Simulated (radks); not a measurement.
Values are calculated unless marked as measured or tabulated.
Spherical quantum dot in the effective-mass picture: electrons in a hard-walled sphere of radius 12.9, with a point charge +1 (a donor) at the centre, all in effective atomic units (hartree* = m*/eps^2 hartree, bohr* = eps/m* bohr), one dielectric constant everywhere. Level of theory: non-relativistic Kohn-Sham, PBEsol, spin-polarised, spherical densities (a radial shooting solver with Libxc functionals). Levels are named by radial order and angular momentum (1s, 1p, 1d, 2s, ...), and open shells are averaged over m. Results are scaled to m* = 0.039 and eps = 9.5, for which hartree* = 11.76 meV and bohr* = 12.89 nm.

N = 9, configuration 1s2 1p6 2s(up 1, down 0). This is the lowest configuration that the search found (a dilute case). Occupied levels:

| level | occupation | eigenvalue (meV) | <r> (nm) |
|---|---|---|---|
| 1s up | 1 | 7.4260 | 20.87 |
| 1s down | 1 | 8.6116 | 115.6 |
| 2s up | 1 | 8.6364 | 118.1 |
| 1p up | 3 | 8.7796 | 119.4 |
| 1p down | 3 | 8.7807 | 119.4 |

Energy (meV): total 29.4924, kinetic 13.176, external -22.153, Hartree 51.838, exchange-correlation -13.368.

Electron density:

| r (nm) | n(r) (e/nm^3) |
|---|---|
| 4.57 | 0.00007113 |
| 17.0 | 0.00001032 |
| 29.4 | 1.637e-06 |
| 41.8 | 3.359e-07 |
| 54.3 | 1.761e-07 |
| 66.7 | 2.202e-07 |
| 79.1 | 3.451e-07 |
| 91.6 | 5.215e-07 |
| 104 | 7.071e-07 |
| 116 | 8.150e-07 |
| 129 | 7.400e-07 |
| 141 | 4.581e-07 |
| 154 | 1.309e-07 |
| 166 | 1.004e-10 |
